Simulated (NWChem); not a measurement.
System: AlSiH5O2; SMILES [OH][Al]([OH])[SiH3]

```xyz
9

Al    -0.0015     0.4448     0.0113
O     -1.5208     1.2490     0.0044
H     -1.6699     2.2067    -0.0137
O      1.5234     1.2383     0.0006
H      1.6809     2.1944    -0.0185
Si    -0.0048    -1.9858     0.0115
H      1.1464    -2.5382     0.8119
H      0.1268    -2.5231    -1.3925
H     -1.2830    -2.5370     0.5878
```
Atoms are numbered in this order, from 1.

Computed with NWChem. Pople sets run with spherical d functions. Geometry: optimised at PBE-D3(BJ)/def2-SVP. Static field.

Question: Order these by “isotropic polarisability (bohr³)”, lowest first: PBE/6-31+G*; LC-BLYP (range parameter 0.33 per bohr)/6-31+G*; BHandHLYP/6-31+G*.

Answer: BHandHLYP/6-31+G* (56.3), LC-BLYP (range parameter 0.33 per bohr)/6-31+G* (59.4), PBE/6-31+G* (63.5)
